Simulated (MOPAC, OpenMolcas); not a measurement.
# A ladder of methods for C2H5BN (SMILES B[N]C=C)

C2H5BN: 9 atoms, total charge 0, spin state doublet. As SMILES, `B[N]C=C`. The shape is that of a PBE0-D4/def2-TZVP optimisation.

```jsonl
{"atom": "B", "x (Å)": "-0.8646", "y (Å)": "1.6748", "z (Å)": "-0.1104"}
{"atom": "N", "x (Å)": "-0.4864", "y (Å)": "0.3877", "z (Å)": "-0.1062"}
{"atom": "C", "x (Å)": "-0.1262", "y (Å)": "-0.8444", "z (Å)": "-0.1021"}
{"atom": "C", "x (Å)": "1.1610", "y (Å)": "-1.2706", "z (Å)": "0.2123"}
{"atom": "H", "x (Å)": "-1.3009", "y (Å)": "2.1640", "z (Å)": "0.8968"}
{"atom": "H", "x (Å)": "-0.7589", "y (Å)": "2.3169", "z (Å)": "-1.1207"}
{"atom": "H", "x (Å)": "-0.8714", "y (Å)": "-1.6018", "z (Å)": "-0.3596"}
{"atom": "H", "x (Å)": "1.4106", "y (Å)": "-2.3233", "z (Å)": "0.2004"}
{"atom": "H", "x (Å)": "1.9254", "y (Å)": "-0.5495", "z (Å)": "0.4723"}
```

Each level gives the dipole moment (D). The values are calculated.

```json
{"level": "AM1", "kind": "semi-empirical", "program": "MOPAC", "value (D)": "1.46", "CPU time": "under 2 s"}
{"level": "UHF/def2-SVPD", "kind": "Hartree–Fock", "program": "OpenMolcas", "value (D)": "2.26", "CPU time": "37 s"}
{"level": "USVWN5/def2-SVPD", "kind": "LDA", "program": "OpenMolcas", "value (D)": "2.03", "CPU time": "96 s"}
{"level": "UPBE/def2-SVPD", "kind": "GGA", "program": "OpenMolcas", "value (D)": "2.17", "CPU time": "2.5 min"}
{"level": "U-r2SCAN/def2-SVPD", "kind": "meta-GGA", "program": "OpenMolcas", "value (D)": "2.25", "CPU time": "3.3 min"}
{"level": "UM06-2X/def2-SVPD", "kind": "hybrid meta-GGA", "program": "OpenMolcas", "value (D)": "2.51", "CPU time": "3 min"}
```

The values span 1.46 to 2.51 D. Spin contamination of the reference (⟨S²⟩ at least 0.1 too high) touches AM1, UHF/def2-SVPD. Magnitudes only. CPU times are rough (shared hosts, several kinds of processor): they show what a rung costs within a factor of a few.
